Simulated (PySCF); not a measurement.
C4H9O, SMILES CC(C)(C)[O], multiplicity 2.

Coordinates come from a PBE0-D3(BJ)/def2-SVP optimisation. The isomer is the one that the SMILES or the coordinates give; other isomers of the formula were not compared.

These are PySCF with PBE0-D3(BJ)/def2-SVP values and carry that method's errors.

Harmonic, unscaled wavenumbers; measured fundamentals usually lie a few per cent lower.

Problem. List the normal modes with their intensities. (The exact figures need the calculation; the answer reports its results.)

Solution. 
```
mode  ν (cm⁻¹)  IR (km/mol)  moving atoms (share of kinetic energy)
----  --------  -----------  --------------------------------------
1          188          0.0                                  H 99 %
2          251          0.1                                  H 95 %
3          255          0.1                                  H 96 %
4          328          1.6                  C 45 %, H 32 %, O 24 %
5          332          1.2                  C 45 %, H 37 %, O 18 %
6          408          1.6                  H 41 %, C 39 %, O 21 %
7          412          0.4                  C 47 %, O 30 %, H 24 %
8          435          3.9                  C 49 %, H 28 %, O 23 %
9          763          0.9                          C 69 %, H 23 %
10         891          4.6                          H 73 %, C 27 %
11         919          1.9                          C 48 %, H 46 %
12         932          1.0                  H 51 %, O 26 %, C 23 %
13         944          0.0                          H 82 %, C 18 %
14        1003          2.3                          H 59 %, C 41 %
15        1011          2.4                  H 61 %, C 28 %, O 10 %
16        1175          2.2                          C 62 %, H 38 %
17        1198          0.8                          C 70 %, H 30 %
18        1269         28.8                          C 63 %, H 31 %
19        1353         13.6                          H 74 %, C 25 %
20        1357          3.1                          H 78 %, C 22 %
21        1389          2.2                          H 79 %, C 21 %
22        1431          0.1                                  H 96 %
23        1446          0.5                                  H 95 %
24        1453          2.4                                  H 96 %
25        1460          6.6                                  H 95 %
26        1462          7.5                                  H 95 %
27        1489         12.6                                  H 93 %
28        3056         19.7                                  H 97 %
29        3060         12.5                                  H 97 %
30        3065          5.8                                  H 97 %
31        3156          0.0                          H 90 %, C 10 %
32        3161         25.1                          H 90 %, C 10 %
33        3168          7.2                          H 90 %, C 10 %
34        3169          8.6                          H 90 %, C 10 %
35        3174         14.9                          H 90 %, C 10 %
36        3182         13.5                          H 90 %, C 10 %
```
